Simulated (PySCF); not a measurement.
B(OH)(NH2)2 (BH5N2O), SMILES B(O)(N)N. The structure is a stationary point at PBE0-D3(BJ)/def2-SVP. The values are those of a single conformer.

Computed equilibrium geometry at PBE0-D3(BJ)/def2-SVP (PySCF confirms it by a frequency run) as a Z-matrix, and its point group (one conformer of several):
point group Cs.
```
B
O 1 1.3819
H 2 0.9587 1 113.04
N 1 1.4184 2 116.53 3 180.00
H 4 1.0074 1 124.66 2 180.00
H 4 1.0089 5 114.54 1 180.00
N 1 1.4263 2 121.76 3 0.00
H 7 1.0087 1 123.76 2 0.00
H 7 1.0089 8 113.15 1 180.00
```
